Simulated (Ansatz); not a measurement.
iodine monochloride (ClI), singlet, at a GFN2-xTB geometry (all electrons, no relativity). Base run: Ansatz (a program for electronic structure) with B3LYP/STO-3G.

The Ansatz input:
Ansatz 0.2 input:
```yaml
crystal:
  periodic: [false, false, false]
  atoms:
    - {symbol: Cl, position_ang: [-0.00000000, -0.00000000, -1.74625450]}
    - {symbol: I, position_ang: [0.00000000, 0.00000000, 0.56011937]}
basis:
  gaussian:
    orbitals: STO-3G
hamiltonian:
  xc: b3lyp
```

Each row names what was changed in the base input (with any setting that the change needs).

| change | ΔE vs base (kcal/mol) |
|---|---|
| base | 0.000 |
| forces = on | 0.000 |
| accuracy = high | -0.001 |
| lower_state_search = light | 0.000 |
| final_grid = 14, 28, 59 | 0.000 |
| point_charge = charge:0.5 position_ang:-2.5892, 2.8904, -2.0733 | -0.88 |
| lower_state_search = off | 0.000 |
| final_grid = 6, 12, 29 | 0.011 |
| point_charge = charge:-1.0 position_ang:0.3104, -2.3492, 2.8178 | -6.53 |
| point_charge = charge:1.0 position_ang:-0.2361, 1.3412, 3.3305 | 4.40 |
